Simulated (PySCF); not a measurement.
SeSn (SMILES [Se]=[Sn]), singlet, geometry from GFN2-xTB (such geometries of metal compounds can be far from the true shape) (all electrons, no relativity).

Here is a job for PySCF.
```python
from pyscf import gto, scf, dft

mol = gto.M(
    atom='''
Sn   -0.000000   -0.000000   -0.946166
Se    0.000000    0.000000    1.391421
''',
    basis='sto-3g',
    charge=0,
    spin=0,
    verbose=4,
)

mf = dft.RKS(mol)
mf.xc = 'b3lyp'
mf.kernel()
mf.analyze()
```

Problem. What does this run give for the HOMO-LUMO gap, total energy, dipole moment, HOMO energy, number of basis functions?

Solution. 
- HOMO-LUMO gap: 4.61 eV
- total energy: -8340.1994 Eh
- dipole moment: 2.32 D
- HOMO energy: -3.73 eV
- number of basis functions: 45
